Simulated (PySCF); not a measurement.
## Nuclear quadrupole coupling in `COc1ppc[p-]1`

Compound: C3H4OP3 (charge -1).
Numbering: `[CH3:1][O:2][c:3]1[p:4][p:5][cH:6][p-:7]1` (hydrogens: H8, H9, H10 on C1; H11 on C6)

Geometry (GFN2-xTB, Å), atoms numbered from 1 in this order:
```
atom  x, y, z in Å
C1    -2.202   -0.017   -0.031
O2    -1.138    0.557    0.660
C3     0.117    0.193    0.228
P4     0.380   -0.906   -1.094
P5     2.476   -0.893   -1.068
C6     2.699    0.197    0.245
P7     1.414    0.940    1.135
H8    -3.119    0.365    0.422
H9    -2.168    0.247   -1.096
H10   -2.172   -1.112    0.040
H11    3.718    0.431    0.532
```

Field gradients from the PBE0/pcSseg-1 density (PySCF, non-relativistic), principal values in atomic units, ordered |Vxx| ≤ |Vyy| ≤ |Vzz|:

```
atom      Vxx      Vyy     Vzz
  O2  -0.2168  -1.7035  1.9203
```

**Question.** Find the asymmetry η = (Vxx − Vyy)/Vzz and the couplings χ = eQV/h (234.96 MHz × Q in barn × V in au), with Q(17O) = −0.0256 b.

**Answer.** 
| atom | environment | nucleus | η | χzz (MHz) | χxx (MHz) | χyy (MHz) |
| --- | --- | --- | --- | --- | --- | --- |
| O2 | aryl ether oxygen | 17O | 0.77 | -11.55 | 1.30 | 10.25 |

**Question.** What is Vzz at O2 in SI units (1 au = 9.71736 × 10²¹ V/m²)?

**Answer.** 1.9203 au = 18.660 × 10²¹ V/m².

**Question.** And the gradient at the other heavy atoms, for which no coupling is worked out here?

**Answer.** 
```csv
atom,environment,Vzz (au),η
C1,methoxy carbon,0.349,0.06
C3,aromatic carbon bearing oxygen,-0.296,0.41
P4,phosphorus bonded to C and P,-0.797,0.64
P5,phosphorus bonded to C and P,-0.872,0.51
C6,aromatic CH carbon,0.185,0.17
P7,phosphorus bonded to 2 C,-0.838,0.61
```

Were the hydrogens deuterons (Q(2H) = 0.00286 b), χzz would run from 193 kHz (H9 and H10) to 229 kHz (H11).

The structure is a single GFN2-xTB conformer in the gas phase; no vibrational or solvent corrections. The pcSseg-1 basis has no diffuse functions, a weakness for an anion. GFN2-xTB bond lengths can be off by several hundredths of an ångström, more for odd bonds, and the gradients follow them. The basis is small and wasn't made for field gradients, so the couplings can be 20 % off.
